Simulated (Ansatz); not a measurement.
Saddle point of BHBrClF2, closed shell (BBrF₂ ([F][B]([F])[Br]) + HCl → BClF₂ ([F][B]([F])[Cl]) + HBr; bonds formed: B1–Cl6, Br2–H5; bonds broken: B1–Br2, H5–Cl6), PBE0-D4/def2-TZVP structure:

```
6
angstrom
B -0.1884 -0.5793 0.0084
Br -0.8937 1.2992 -0.8907
F -1.0389 -0.9755 0.9363
F 0.2047 -1.4072 -0.9411
H 0.5309 1.3396 0.0437
Cl 1.3853 0.3232 0.8433
```

Energies are electronic, without zero-point energy. Barriers and step energies count from the start structure reached by relaxing down the imaginary mode; all methods use the PBE0-D4 structures, on which another method's saddle can fall below an end. Program: Ansatz 0.2.0. Basis: def2-TZVPP, with def2-QZVPP for the basis limit. Cores are frozen in the correlated methods. Filled d shells of the heavier atoms are correlated. The def2 sets are not built for correlating such inner shells, so the correlated values are less sure here. B3LYP uses VWN-RPA correlation. Extrapolation: Hartree–Fock as exp(−7.88 √X), correlation as X^−2.97.

| method | barrier (kcal/mol) | step energy (kcal/mol) |
| --- | --- | --- |
| SPW92 | 5.33 | -2.86 |
| PBE-D4 | 13.62 | -2.66 |
| BLYP-D4 | 18.90 | -2.93 |
| r2SCAN-D4 | 16.41 | -2.94 |
| B97M-V | 22.30 | -3.50 |
| PBE0-D4 | 17.72 | -2.80 |
| B3LYP-D4 | 21.82 | -3.03 |
| r2SCAN0-D4 | 19.30 | -2.99 |
| BHLYP-D4 | 26.86 | -3.19 |
| CAM-B3LYP-D4 | 23.53 | -3.26 |
| wB97X-V | ? | -2.93 |
| wB97M-V | 22.17 | -2.92 |
| B2PLYP | ? | -2.95 |
| PBE-QIDH | 20.93 | -2.75 |
| RPA on PBE | 24.30 | -2.56 |
| HF | ? | -3.59 |
| MP2 | 21.86 | -2.41 |
| CCSD | 27.71 | -2.80 |
| CCSD(T) | 24.47 | -2.70 |

Task: Fill in the withheld barriers. (To be estimated.)

Result: The calculation gives: B2PLYP 23.28; HF 40.47; wB97X-V 23.31 kcal/mol. Each is the energy of the saddle less that of the start structure, by the same method.

For comparison, the barrier by CCSD(T) at an estimated basis limit (MP2 extrapolated from triple and quadruple zeta, plus CCSD(T) − MP2 in triple zeta) is 23.34 kcal/mol.

The T1 diagnostic stays at or below 0.011.

Labels in which every atom is bracketed show which atoms are joined, not bond orders.

For scale, one of the runs: CCSD(T)/def2-TZVPP, 197 basis functions, launched by `ansatz run in.yaml --threads 4 --pin off --events-out ev --progress --plain --max-ram 9574MiB`. The run took 2.3 min on 4 CPU threads of an Intel Xeon (shared host), with 2.6 GiB of host memory at its peak.
